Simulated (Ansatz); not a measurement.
## Abstraction of Br: CBrCl2F + CH2Br → CCl2F + CH2Br2

Species: CBrCl2F (bromodichlorofluoromethane) `FC(Cl)(Cl)Br`, singlet; CH2Br `[CH2]Br`, doublet; CCl2F (dichlorofluoromethyl radical) `F[C](Cl)Cl`, doublet; CH2Br2 (dibromomethane) `BrCBr`, singlet. A radical takes Br: the energy is the difference in strength between two C–Br bonds in different surroundings.

Shapes, held fixed at every level: PBE0-D4/def2-TZVP. Programs: Ansatz 0.2.0. The zero-point and thermal change to 298 K, harmonic and unscaled (PBE0-D4/def2-TZVP), is +8.0 kJ/mol.

(1) Estimate ΔH(298 K) of this reaction.

## Answers

(1) The highest level, CCSD(T)/def2-TZVPP, gives ΔH(298 K) = -24.2 kJ/mol; the levels span -29.5 to -22.7. The column of differences is taken from that level and isn't an error. No measured value is set beside it here. Open shells run unrestricted. Relativity is left out for Br. Outer-core shells of Br are correlated in most correlated rows, in sets that cover them unevenly. Times are processor times on shared x86 and Arm servers, and rough.

```tsv
level	kind	ΔH(298 K) (kJ/mol)	less CCSD(T)/def2-TZVPP	CPU time (sum over the molecules)
MP2/def2-TZVPP	perturbation theory	-22.7	+1.5	–
PBE-D4/def2-TZVPP	GGA	-28.6	-4.4	16 s
r2SCAN-D4/def2-TZVPP	meta-GGA	-24.3	-0.1	32 s
PBE0-D4/def2-TZVPP	global hybrid	-29.5	-5.3	20 s
r2SCAN0-D4/def2-TZVPP	global hybrid	-27.0	-2.8	35 s
wB97X-V/def2-TZVPP	range-separated hybrid	-27.8	-3.6	49 s
CCSD/def2-TZVPP	coupled cluster or CI	-26.2	-2.0	–
CCSD(T)/def2-TZVPP	coupled cluster or CI	-24.2	0.0	3.5 min
```
